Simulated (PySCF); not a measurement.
# C7H7O: g tensor and hyperfine couplings

Compound: C7H7O (doublet state).
Geometry (GFN2-xTB, Å), atoms numbered from 1 in this order:
```
atom  x, y, z in Å
C1     2.6691    0.0221   -0.4865
C2     1.8715    0.5985    0.4039
C3     0.4530    0.3434    0.5508
C4    -0.4007    0.8781    1.4159
C5    -1.7971    0.4312    1.3412
C6    -1.7722   -0.5890    0.1799
C7    -0.3329   -0.6198   -0.2941
O8     0.0968   -1.2983   -1.1894
H9     2.3045   -0.7047   -1.1911
H10    3.7176    0.2630   -0.5355
H11    2.2648    1.3275    1.1019
H12   -2.1148   -0.0254    2.2806
H13   -2.4684    1.2678    1.1377
H14   -2.4215   -0.2976   -0.6468
H15   -2.0743   -1.5888    0.4946
```

The hyperfine couplings belong to this conformer and change with its torsions.

As a line formula: `C=CC1=[C]CCC1=O` [radical].

Level of theory: UKS B3LYP, pcH-1 on C H O, non-relativistic, mean-field spin-orbit, GIAO (PySCF). Isolated species at its GFN2-xTB geometry (one conformer only). A GFN2-xTB geometry isn't a minimum of the functional, and hyperfine couplings can be far from their values at a DFT geometry. Stability of the SCF solution: not tested.

| Item | Value |
| --- | --- |
| g1, g2, g3 | 2.00163, 2.00248, 2.00327 |
| g_iso | 2.00246 |
| Form of g | rhombic: the two nearest values differ by 48 % of g3 − g1 |
| ⟨S²⟩ | 0.7621 (exact 0.7500) |
| α and β electrons | 29, 28 |
| HOMO–LUMO gap, α and β orbitals | 4.99, 3.55 eV |
| Total energy | -346.09055 Eh |

Isotropic coupling and dipolar principal values T1 to T3, in mT; ρ(0) is the spin density at the nucleus (MHz turned into mT with g_iso):

| atom | isotope | a_iso | T1 | T2 | T3 | Mulliken spin population | ρ(0) (bohr⁻³) |
| --- | --- | --- | --- | --- | --- | --- | --- |
| C1 | 13C | -0.14 | -0.24 | 0.10 | 0.14 | -0.04 | -0.0034 |
| C2 | 13C | 0.84 | -0.12 | 0.05 | 0.07 | 0.04 | 0.0208 |
| C3 | 13C | 0.42 | -0.70 | -0.04 | 0.75 | -0.11 | 0.0105 |
| C4 | 13C | 14.25 | -2.76 | -1.92 | 4.68 | 0.98 | 0.3551 |
| C5 | 13C | 0.99 | -0.26 | -0.24 | 0.50 | -0.02 | 0.0247 |
| C6 | 13C | 0.47 | -0.28 | -0.21 | 0.49 | 0.06 | 0.0117 |
| C7 | 13C | 2.53 | -0.18 | -0.17 | 0.35 | 0.05 | 0.0632 |
| O8 | 17O | -0.10 | -0.67 | 0.19 | 0.47 | 0.02 | 0.0046 |
| H9 | 1H | 0.09 | -0.07 | -0.05 | 0.12 | 0.00 | 0.0006 |
| H10 | 1H | 0.12 | -0.04 | -0.03 | 0.07 | 0.00 | 0.0007 |
| H11 | 1H | -0.06 | -0.14 | -0.10 | 0.24 | 0.01 | -0.0004 |
| H12 | 1H | 0.58 | -0.26 | -0.18 | 0.44 | 0.01 | 0.0036 |
| H13 | 1H | 0.58 | -0.26 | -0.18 | 0.44 | 0.01 | 0.0037 |
| H14 | 1H | 0.01 | -0.14 | -0.05 | 0.19 | 0.00 | 0.0001 |
| H15 | 1H | 0.02 | -0.14 | -0.05 | 0.19 | 0.00 | 0.0001 |

The Mulliken spin populations are largest on C4 (+0.98), C3 (-0.11) and C6 (+0.06). C4 is the only atom above +0.15. The positive populations add up to 1.17 and the negative ones to -0.17, together 2S = 1.

Axes: g1 points within 11° of the C3–C7 bond and g2 points within 7° of the C3–C4 bond.

Under fast tumbling the dipolar parts average out, and these isotropic splittings remain: 2 × 1H (H12/H13, I = 1/2, 3 lines) with 0.58 mT, 1 × 1H (H10, I = 1/2, 2 lines) with 0.12 mT, 1 × 1H (H9, I = 1/2, 2 lines) with 0.09 mT and 1 × 1H (H11, I = 1/2, 2 lines) with 0.06 mT.

Class means assume fast exchange of nuclei equivalent by connectivity; if that motion is slow, each nucleus keeps its own coupling.

The 13C coupling of C4 (399.3 MHz) shows only in satellite lines or after enrichment, since that isotope makes up about 1.07 % of natural carbon.

The spin density at the nucleus, in bohr⁻³, is negative for C1 (-0.0034), for instance. A restricted open-shell determinant has no negative spin density anywhere; here it arises because α and β orbitals differ (spin polarisation).
